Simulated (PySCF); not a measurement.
FH7Si3, SMILES F[SiH]([SiH3])[SiH3].

Coordinates come from a PBE0-D3(BJ)/def2-SVP optimisation. This is a generated structure with no PubChem entry under its InChIKey; it may be hypothetical.

The numbers are results of TDA-PBE/def2-SVPD in PySCF 2.14.0, not measurements.

Vertical excitations. Isolated molecule, no solvent. State labels are in the subgroup Cs.

Computed excitation energies, oscillator strengths and character:
```csv
state,symmetry,energy (eV),λ (nm),f,main pairs
S1,A",5.35,232,0.015,HOMO→LUMO 95 %
S2,A',5.99,207,0.005,HOMO−1→LUMO 96 %
S3,A",6.24,199,0.127,HOMO→LUMO+1 82 %
S4,A',6.51,191,0.017,"HOMO→LUMO+2 78 %, HOMO−1→LUMO+1 18 %"
S5,A",6.55,189,0.082,HOMO→LUMO+3 76 %
S6,A",6.80,182,0.071,HOMO→LUMO+4 88 %
S7,A",6.90,180,0.009,HOMO−3→LUMO 85 %
S8,A',6.95,178,0.014,"HOMO−1→LUMO+1 70 %, HOMO→LUMO+2 13 %"
S9,A',7.06,176,0.001,"HOMO−4→LUMO 58 %, HOMO→LUMO+5 24 %, HOMO−5→LUMO 13 %"
S10,A",7.11,174,0.066,"HOMO−2→LUMO 61 %, HOMO−1→LUMO+2 17 %"
T1,A",4.70,264,0,HOMO→LUMO 99 %
T2,A",5.45,227,0,HOMO→LUMO+1 98 %
T3,A',5.49,226,0,HOMO−1→LUMO 97 %
T4,A',5.99,207,0,HOMO→LUMO+2 93 %
```
Triplets are in the Tamm–Dancoff approximation.
